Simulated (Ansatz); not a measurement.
`[OH][InH][Br]` + H₂ → `[Br][InH2]` + H₂O at 500 K and 1 bar (hydrogenolysis of the In–O bond).

Calculated with Ansatz (gas phase, PBE0-D4/def2-TZVP geometries, no zero-point term in ΔE). CCSD(T)/CBS is the MP2 limit (def2-TZVPP, def2-QZVPP) plus CCSD(T) − MP2 in def2-TZVPP, frozen cores. This one scheme is used for every species. def2 core potentials past Kr. For Br, In outer-core shells are correlated without core-valence functions, which leaves a few kJ/mol of doubt a bond. Scalar relativity is left out up to krypton. Each species was taken in one conformer, which may not be the lowest.

```tsv
species	CCSD(T)/CBS energy (Eh)	H − E (kJ/mol)	S (J/(mol·K))
`[OH][InH][Br]`	-2839.57190	84.5	367.3
H₂	-1.17544	41.0	145.5
`[Br][InH2]`	-2764.36342	58.2	318.8
H₂O	-76.37941	73.2	206.3
```

H − E and S are ideal-gas, rigid-rotor, harmonic terms from PBE0-D4/def2-TZVP, for one conformer and one mirror image of each species. The MP2-based limit puts H₂ 0.8 mEh under its directly extrapolated value; such offsets cancel only in part. 1 Eh = 2625.50 kJ/mol, R = 8.31446 J/(mol·K).

By hand: ΔE, ΔH, ΔS and ΔG.

ΔE = (-2764.36342) + (-76.37941) − (-2839.57190) − (-1.17544) = 0.00451 Eh = 11.8 kJ/mol. Δ(H − E) = 58.2 + 73.2 − 84.5 − 41.0 = 5.9, so ΔH = 17.7 kJ/mol. ΔS = 318.8 + 206.3 − 367.3 − 145.5 = 12.3 J/(mol·K). ΔG = 17.7 − 500 × (12.3)/1000 = 11.5 kJ/mol.

By hand: the equilibrium constant, and the temperature at which ΔG would vanish if ΔH and ΔS stayed fixed.

log₁₀ K = −ΔG/(RT ln 10) = -1.2. ΔG = 0 at ΔH/ΔS = 1439 K, though so small a ΔS makes that figure unsure.

TΔS isn't small against ΔH here. A doubt of 5 kJ/mol in ΔE shifts log₁₀ K by 0.5 here. Other conformers and mirror images would add mixing entropy, several J/(mol·K) or more a flexible species. These are equilibria of isolated gas molecules and say nothing of rates. Largest T1 diagnostic: 0.014 (customary marks: 0.02 for closed shells, 0.045 for open ones).
